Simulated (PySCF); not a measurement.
Atom-mapped SMILES (the numbers label the heavy atoms): `[CH3:1][N:2]([CH3:3])[CH2:4][C:5]([F:6])([F:7])[C:8]([F:9])([F:10])[F:11]`. Each H is labelled by its parent atom.

PySCF 2.14.0 with density-fitted response routines calculation with PBE0-D3(BJ)/def2-SVP geometry, B3LYP/pcJ-1 coupling constants (spin–dipole term only in couplings to heteroatoms) and CAM-B3LYP/pcSseg-2 with gauge-including orbitals; non-relativistic Hamiltonian, a single conformation, one averaged value for each set of equivalent atoms, no solvent.

Referencing at the same level of theory: ¹H (31.34 ppm) against TMS.

The spectrum was simulated from the full spin Hamiltonian at 500 MHz with 0.8 Hz Lorentzian lines, from shifts rounded to 0.01 ppm and J to 0.1 Hz, couplings under 1 Hz left out.

Q: List the maxima of its ¹H spectrum with integrals.

A: 
```csv
region,integral (H),ppm,Hz,height
1,2,2.759,1379.5,3
1,,2.755,1377.4,3
1,,2.736,1368.2,2
1,,2.732,1366.1,7
1,,2.728,1364.0,7
1,,2.724,1361.9,2
1,,2.705,1352.7,3
1,,2.701,1350.6,3
2,6,2.300,1150.0,100
```

Q: Summarise it as multiplets with assignments.

A: ¹H NMR (500 MHz, computed): δ 2.73 (tq, J = 13.4, 2.1 Hz, 2H, H(C4)), 2.30 (s, 6H, H(C1)/H(C3)). These are first-order names; overlap and second-order distortion can hide them in the list.

Splittings below 1 Hz are ignored in the labels, and close J values are merged. Only one conformer was computed, so three-bond couplings in flexible chains and rings are approximate.
